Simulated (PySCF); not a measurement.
Mg(Me) (CH3Mg), SMILES [CH3][Mg], multiplicity 2.

Coordinates come from a r2SCAN-D4/def2-TZVP optimisation. The spin state was assumed, not searched. The isomer is the one that the SMILES or the coordinates give; other isomers of the formula were not compared.

Two levels are set side by side: PBE/def2-TZVPD (PySCF) and B3LYP/def2-TZVPD (PySCF). Same geometry, gas phase. Differences are taken from unrounded values.

| quantity | B3LYP |
|---|---|
| α-spin orbital gap (eV) | 3.61 |
| β-spin orbital gap (eV) | 4.38 |
| dipole moment (D) | 0.88 |
| mean polarisability (bohr³) | 79.4 |

Task: What does PBE give, and how far is it from B3LYP? (The exact figures need the calculation; the answer reports its results.)

Result: 
```tsv
quantity	PBE	PBE minus B3LYP
α-spin orbital gap (eV)	2.47	-1.14
β-spin orbital gap (eV)	3.23	-1.15
dipole moment (D)	0.69	-0.19
mean polarisability (bohr³)	82.6	3.2
```

PBE's more diffuse valence density responds more strongly to a field. Differences between two approximate levels are no errors against the true value.

Rough cost on one machine, each run with all the roots and properties that it gave: B3LYP against PBE within a factor of 2.
